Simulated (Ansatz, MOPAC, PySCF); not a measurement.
System: H3S (cation, charge +1), singlet: umbrella (inversion) coordinate, bond length relaxed. Scanned: angle between the S-H bonds and the threefold axis (90 = planar). Other coordinates (S-H bond length) were minimised at PBE0/def2-TZVP.

- RKS-LDA (SVWN5)/6-31G* = restricted LDA (SVWN5)/6-31G*, spherical d (PySCF)
- RHF/LANL2DZ = restricted Hartree-Fock/LANL2DZ, with its core potentials past Ne run with PySCF
- PM7, restricted, heats of formation (MOPAC)
- CCSD(T)/aug-cc-pVQZ = CCSD(T) on RHF/aug-cc-pVQZ, frozen core (Ansatz, a quantum-chemistry and plane-wave program)

Energies relative to the lowest point of each profile, in eV; the last columns give the difference from CCSD(T):

```json
[
 {"a / °": "90", "RKS-LDA (SVWN5)/6-31G*": "1.260", "RHF/LANL2DZ": "0.771", "PM7": "0.970", "CCSD(T)/aug-cc-pVQZ": "1.336", "RKS-LDA (SVWN5)/6-31G* − CCSD(T)/aug-cc-pVQZ": "-0.076", "RHF/LANL2DZ − CCSD(T)/aug-cc-pVQZ": "-0.565", "PM7 − CCSD(T)/aug-cc-pVQZ": "-0.366"},
 {"a / °": "93.90", "RKS-LDA (SVWN5)/6-31G*": "1.215", "RHF/LANL2DZ": "0.737", "PM7": "0.924", "CCSD(T)/aug-cc-pVQZ": "1.285", "RKS-LDA (SVWN5)/6-31G* − CCSD(T)/aug-cc-pVQZ": "-0.070", "RHF/LANL2DZ − CCSD(T)/aug-cc-pVQZ": "-0.548", "PM7 − CCSD(T)/aug-cc-pVQZ": "-0.361"},
 {"a / °": "96.90", "RKS-LDA (SVWN5)/6-31G*": "1.122", "RHF/LANL2DZ": "0.666", "PM7": "0.832", "CCSD(T)/aug-cc-pVQZ": "1.181", "RKS-LDA (SVWN5)/6-31G* − CCSD(T)/aug-cc-pVQZ": "-0.059", "RHF/LANL2DZ − CCSD(T)/aug-cc-pVQZ": "-0.515", "PM7 − CCSD(T)/aug-cc-pVQZ": "-0.348"},
 {"a / °": "99.90", "RKS-LDA (SVWN5)/6-31G*": "0.987", "RHF/LANL2DZ": "0.564", "PM7": "0.704", "CCSD(T)/aug-cc-pVQZ": "1.032", "RKS-LDA (SVWN5)/6-31G* − CCSD(T)/aug-cc-pVQZ": "-0.045", "RHF/LANL2DZ − CCSD(T)/aug-cc-pVQZ": "-0.467", "PM7 − CCSD(T)/aug-cc-pVQZ": "-0.328"},
 {"a / °": "102.90", "RKS-LDA (SVWN5)/6-31G*": "0.822", "RHF/LANL2DZ": "0.442", "PM7": "0.553", "CCSD(T)/aug-cc-pVQZ": "0.852", "RKS-LDA (SVWN5)/6-31G* − CCSD(T)/aug-cc-pVQZ": "-0.029", "RHF/LANL2DZ − CCSD(T)/aug-cc-pVQZ": "-0.410", "PM7 − CCSD(T)/aug-cc-pVQZ": "-0.299"},
 {"a / °": "105.90", "RKS-LDA (SVWN5)/6-31G*": "0.642", "RHF/LANL2DZ": "0.311", "PM7": "0.397", "CCSD(T)/aug-cc-pVQZ": "0.658", "RKS-LDA (SVWN5)/6-31G* − CCSD(T)/aug-cc-pVQZ": "-0.016", "RHF/LANL2DZ − CCSD(T)/aug-cc-pVQZ": "-0.347", "PM7 − CCSD(T)/aug-cc-pVQZ": "-0.261"},
 {"a / °": "108.90", "RKS-LDA (SVWN5)/6-31G*": "0.461", "RHF/LANL2DZ": "0.187", "PM7": "0.251", "CCSD(T)/aug-cc-pVQZ": "0.467", "RKS-LDA (SVWN5)/6-31G* − CCSD(T)/aug-cc-pVQZ": "-0.007", "RHF/LANL2DZ − CCSD(T)/aug-cc-pVQZ": "-0.280", "PM7 − CCSD(T)/aug-cc-pVQZ": "-0.216"},
 {"a / °": "111.90", "RKS-LDA (SVWN5)/6-31G*": "0.293", "RHF/LANL2DZ": "0.085", "PM7": "0.129", "CCSD(T)/aug-cc-pVQZ": "0.294", "RKS-LDA (SVWN5)/6-31G* − CCSD(T)/aug-cc-pVQZ": "-0.001", "RHF/LANL2DZ − CCSD(T)/aug-cc-pVQZ": "-0.209", "PM7 − CCSD(T)/aug-cc-pVQZ": "-0.165"},
 {"a / °": "114.90", "RKS-LDA (SVWN5)/6-31G*": "0.153", "RHF/LANL2DZ": "0.018", "PM7": "0.042", "CCSD(T)/aug-cc-pVQZ": "0.152", "RKS-LDA (SVWN5)/6-31G* − CCSD(T)/aug-cc-pVQZ": "0.001", "RHF/LANL2DZ − CCSD(T)/aug-cc-pVQZ": "-0.134", "PM7 − CCSD(T)/aug-cc-pVQZ": "-0.110"},
 {"a / °": "117.90", "RKS-LDA (SVWN5)/6-31G*": "0.052", "RHF/LANL2DZ": "0.000", "PM7": "0.000", "CCSD(T)/aug-cc-pVQZ": "0.051", "RKS-LDA (SVWN5)/6-31G* − CCSD(T)/aug-cc-pVQZ": "0.001", "RHF/LANL2DZ − CCSD(T)/aug-cc-pVQZ": "-0.051", "PM7 − CCSD(T)/aug-cc-pVQZ": "-0.051"},
 {"a / °": "120.90", "RKS-LDA (SVWN5)/6-31G*": "0.000", "RHF/LANL2DZ": "0.042", "PM7": "0.009", "CCSD(T)/aug-cc-pVQZ": "0.000", "RKS-LDA (SVWN5)/6-31G* − CCSD(T)/aug-cc-pVQZ": "0.000", "RHF/LANL2DZ − CCSD(T)/aug-cc-pVQZ": "0.042", "PM7 − CCSD(T)/aug-cc-pVQZ": "0.009"},
 {"a / °": "123.90", "RKS-LDA (SVWN5)/6-31G*": "0.005", "RHF/LANL2DZ": "0.155", "PM7": "0.075", "CCSD(T)/aug-cc-pVQZ": "0.005", "RKS-LDA (SVWN5)/6-31G* − CCSD(T)/aug-cc-pVQZ": "0.000", "RHF/LANL2DZ − CCSD(T)/aug-cc-pVQZ": "0.150", "PM7 − CCSD(T)/aug-cc-pVQZ": "0.070"},
 {"a / °": "126.90", "RKS-LDA (SVWN5)/6-31G*": "0.076", "RHF/LANL2DZ": "0.348", "PM7": "0.202", "CCSD(T)/aug-cc-pVQZ": "0.071", "RKS-LDA (SVWN5)/6-31G* − CCSD(T)/aug-cc-pVQZ": "0.005", "RHF/LANL2DZ − CCSD(T)/aug-cc-pVQZ": "0.276", "PM7 − CCSD(T)/aug-cc-pVQZ": "0.130"},
 {"a / °": "129.90", "RKS-LDA (SVWN5)/6-31G*": "0.218", "RHF/LANL2DZ": "0.626", "PM7": "0.390", "CCSD(T)/aug-cc-pVQZ": "0.202", "RKS-LDA (SVWN5)/6-31G* − CCSD(T)/aug-cc-pVQZ": "0.015", "RHF/LANL2DZ − CCSD(T)/aug-cc-pVQZ": "0.423", "PM7 − CCSD(T)/aug-cc-pVQZ": "0.188"},
 {"a / °": "132", "RKS-LDA (SVWN5)/6-31G*": "0.361", "RHF/LANL2DZ": "0.874", "PM7": "0.559", "CCSD(T)/aug-cc-pVQZ": "0.335", "RKS-LDA (SVWN5)/6-31G* − CCSD(T)/aug-cc-pVQZ": "0.026", "RHF/LANL2DZ − CCSD(T)/aug-cc-pVQZ": "0.539", "PM7 − CCSD(T)/aug-cc-pVQZ": "0.224"}
]
```

RKS-LDA (SVWN5)/6-31G* is furthest from CCSD(T)/aug-cc-pVQZ at 90 (-0.076 eV, below); its mean absolute difference over the points is 0.024 eV.

RHF/LANL2DZ is furthest from CCSD(T)/aug-cc-pVQZ at 90 (-0.565 eV, below); its mean absolute difference over the points is 0.331 eV.

PM7 is furthest from CCSD(T)/aug-cc-pVQZ at 90 (-0.366 eV, below); its mean absolute difference over the points is 0.208 eV.
